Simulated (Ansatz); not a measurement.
NH2 (SMILES [NH2]), charge 0, multiplicity 2, relaxed at each level with Ansatz (a program for electronic structure); harmonic frequencies from differences of analytic forces, average atomic masses, frozen cores. Open shells are unrestricted.

| level | N1–H2 (Å) | N1–H3 (Å) | H2–N1–H3 (°) | dipole (D) |
|---|---|---|---|---|
| HF/def2-TZVPP | 1.0091 | 1.0091 | 104.7 | 1.94 |
| PBE/def2-TZVPP | 1.0373 | 1.0373 | 102.0 | 1.81 |
| r2SCAN/def2-TZVPP | 1.0275 | 1.0275 | 102.5 | 1.86 |
| B3LYP/def2-TZVPP | 1.0273 | 1.0273 | 103.0 | 1.86 |
| PBE0/def2-TZVPP | 1.0259 | 1.0259 | 102.9 | 1.87 |
| wB97X-V/def2-TZVPP | 1.0267 | 1.0267 | 103.1 | 1.89 |
| MP2/cc-pVTZ | 1.0217 | 1.0217 | 102.6 | 1.86 |
| CCSD(T)/cc-pVDZ | 1.0410 | 1.0410 | 100.7 | 1.84 |
| CCSD(T)/cc-pVTZ | 1.0269 | 1.0269 | 102.2 | 1.83 |

Measured: bond lengths of mixed type (r0, rs, rg or re) NH 1.024 Å [NIST CCCBDB].
